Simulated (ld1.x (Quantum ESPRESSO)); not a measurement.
**Which setting gave this result? (Cd, TM)**

Base potential:

Cd (Z = 48), norm-conserving Troullier–Martins (Kleinman–Bylander form), made with ld1.x (Quantum ESPRESSO) 7.5 (PBE, scalar-relativistic). Core [Ar] 3d10, reference 4s2 4p6 4d9 5s0 5p0 (charge +3). Waves: 4s (bound): rc 1.55 bohr; 4p (bound): rc 1.40 bohr; 4f channel at 0.25 Ry: rc 1.20 bohr; 4d (bound): rc 1.00 bohr. Local part: the d channel. Core correction: none.

Cutoffs, loose and tight: the cutoffs (Ry, on a coarse ladder) from which the occupation-weighted sum of valence levels, in a spherical-Bessel basis at the reference potential, stays within 10 and 1 mRy of its value at 400 Ry. They do not see the model core or the augmentation charge, which bear on the density cutoff. Test errors are all-electron minus pseudo excitation energies from the reference, over the configurations 4s2 4p6 4d10 5s2 5p0; 4s2 4p6 4d10 5s1 5p0; 4s2 4p6 4d10 5s0 5p0; 4s2 4p6 4d10 5s0 5p2; 4s2 4p6 4d10 5s1.5 5p0; 4s2 4p6 4d8 5s0 5p0; 4s2 4p6 4d9 5s2 5p1; variants that change the core or the reference have their own tests. The largest error is taken over the tests solved by every variant that gives reliable tests at all, those not shown here included: 4s2 4p6 4d10 5s0 5p0; 4s2 4p6 4d10 5s0 5p2; 4s2 4p6 4d8 5s0 5p0.

Only the scale of all radii (base = 1) is moved (1 further runs of the sweep failed or gave no value and are left out):

```csv
scale of all radii (base = 1),"cutoff, loose","cutoff, tight",bound ghosts,largest test error (meV),median size of the test errors
0.84,230 Ry,over 300 Ry,none,+71,1454.8 meV
1.08,90 Ry,110 Ry,none,+135,2633.2 meV
1.2,90 Ry,110 Ry,none,+158,3529.3 meV
1.28,90 Ry,140 Ry,none,+157,3899.8 meV
1.35,80 Ry,120 Ry,none,+143,4291.8 meV
```

**Question.** One more run gave cutoff, loose: 140 Ry; cutoff, tight: 230 Ry; bound ghosts: none; largest test error (meV): +98; median size of the test errors: 1698.3 meV. Which value of the scale of all radii (base = 1) was used?

**Answer.** 0.96. The median size of the test errors moves one way along this sweep, from 1454.8 meV at 0.84 to 4291.8 meV at 1.35, which places the run between 0.84 and 1.08.
